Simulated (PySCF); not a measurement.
Question: What does the PBE0-D3(BJ)/def2-SVP structure of `[BH3-][O+]1CCC[C@H]1CF` look like in three dimensions?

Answer: 
```
atom  x, y, z in Å
B1    -0.8975   -1.9523   -0.8152
O2    -0.3101   -0.6378   -0.0652
C3    -1.2262    0.4364    0.2125
C4    -0.3199    1.6095    0.5126
C5     0.8250    1.3823   -0.4723
C6     0.9764   -0.1332   -0.4889
C7     2.0041   -0.6700    0.4878
F8     3.2425   -0.2298    0.1040
H9     0.0272   -2.7487   -0.7726
H10   -1.1734   -1.5577   -1.9441
H11   -1.8627   -2.2631   -0.1367
H12   -1.8686    0.1097    1.0397
H13   -1.8459    0.5961   -0.6853
H14   -0.8273    2.5735    0.3704
H15    0.0355    1.5675    1.5541
H16    1.7665    1.8731   -0.1891
H17    0.5455    1.7446   -1.4728
H18    1.1757   -0.5309   -1.4945
H19    1.7915   -0.3090    1.5092
H20    1.9821   -1.7708    0.4863
```

Orientation and origin are arbitrary. Atoms count from 1 in this order. Of the pairs four or more bonds apart, F8···H16 is among the closest relative to their van der Waals radii: 2.59 Å, 97 % of the sum of Bondi's values. The 5-membered ring O2–C3–C4–C5–C6 has internal angles of 101.9° to 111.3°; it is puckered, 0.17 Å rms from its mean plane, widest ring torsion 37°. O2 (oxygen bonded to B and 2 C) is pyramidal (angles 118.0°, 117.6° and 111.3°, sum 346.9°, 0.32 Å off the plane of its three neighbours). B1 (four-coordinate boron) is distorted tetrahedral (angles from 103.6° to 114.6°).

Bonds between heavy atoms (Å): B1–O2 1.623, O2–C3 1.439, C3–C4 1.513, C4–C5 1.527, C5–C6 1.523, C6–C7 1.516, C7–F8 1.369, O2–C6 1.445.

Level of theory: PBE0-D3(BJ)/def2-SVP geometry optimisation, gas phase (PySCF 2.14.0).

Point group: C1 (no symmetry element, even within 0.4 Å). No PBE0-D3(BJ)/def2-SVP frequencies stand behind this structure, so it isn't proved a minimum. The numbers are those of one conformer (C5–C6–C7–F8 -65°, B1–O2–C3–C4 -164°, O2–C3–C4–C5 37°, C3–C4–C5–C6 -37°, C4–C5–C6–C7 -93°).

On one thread of an Arm Neoverse N1, shared host with 64 logical CPUs at a one-minute load of 56, this took 2.8 min wall and 0.73 GiB of memory at its peak. That covers the optimisation of the geometry.
